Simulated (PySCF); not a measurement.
**From computed data to an observable: chemical shift, span and skew from a shielding tensor**

CH4OSZn, SMILES C[O][Zn][SH]. Atoms are numbered in the order given.

```xyz
8

Zn     0.0659     0.0557     0.0839
O      1.2711    -0.7631    -0.9145
C      1.0399    -1.4470    -2.1116
H      0.6160    -0.8057    -2.9130
H      1.9999    -1.8410    -2.4955
H      0.3608    -2.3185    -1.9991
S     -1.2427     1.1283     1.4190
H     -1.4786     0.0285     2.1724
```
Charge 0, spin multiplicity 1.

The structure is a stationary point at r2SCAN-D4/def2-SVP. One conformer was computed; it need not be the lowest.

GIAO shieldings from B3LYP/pcSseg-1 in PySCF, non-relativistic, no solvent. The symmetric part of the tensor of C3 has the principal values 89.4, 90.2, 177.5 ppm. The same nucleus in TMS has σ = 181.3 ppm at this level (PySCF, at its B3LYP-D3(BJ)/def2-TZVP geometry).

Q: Work out the isotropic shielding, the ¹³C shift against TMS, the span and the skew.

A: 
σ(iso) = (σ11 + σ22 + σ33)/3 = 119.0 ppm. δ = σ(ref) − σ(iso) = 181.3 − (119.0) = 62.3 ppm.
Span Ω = σ33 − σ11 = 88.1 ppm. Skew κ = 3(σ(iso) − σ22)/Ω = 0.98, an axial tensor. Tumbling in solution averages the tensor to δ; in a static solid the shielding alone would spread this spin-1/2 line over Ω.
